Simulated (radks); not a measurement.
Problem. Sc, configuration [Ar] 3d1 4s2. Calculated with a radial shooting solver on a logarithmic mesh with Libxc functionals: Dirac Kohn-Sham, BLYP, spin-unpolarised, spherical densities, finite nucleus; open shells are shared between the two j in proportion to 2j + 1; Fermi nuclear charge, rms radius 3.5459 fm.

Spin-orbit splittings of the eigenvalues, e(l+1/2) - e(l-1/2), with zeta = 2 splitting/(2l+1) and mean radii in bohr:

shell  occ.  splitting (eV)  zeta (eV)  <r> j=l-1/2  <r> j=l+1/2
2p        6           4.648      3.099       0.3059       0.3085
3p        6               ?          ?        1.164        1.172
3d        1         0.03032    0.01213        1.864        1.871

Estimate the 3p splitting.

Solution. 0.5136 eV (zeta = 0.3424 eV).
